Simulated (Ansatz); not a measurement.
The Au atom from Hartree–Fock to CCSD(T)

Total charge 0; spin multiplicity 2. Correlated methods include outer-core shells of Au, which these sets cover unevenly. Au: def2 effective core potential. A free atom. All electrons outside any core potential correlated, unrestricted reference, the Gaussian-basis code of Ansatz.

```
     basis     HF (Eh)  MP2 corr.  CCSD corr.       (T)  CCSD(T) total
  def2-SVP  -134.78516   -0.32952    -0.30822  -0.00619     -135.09957
def2-TZVPP  -134.78982   -0.58223    -0.54706  -0.01759     -135.35447
def2-QZVPP  -134.78992   -0.65902    -0.62178  -0.02329     -135.43499
```
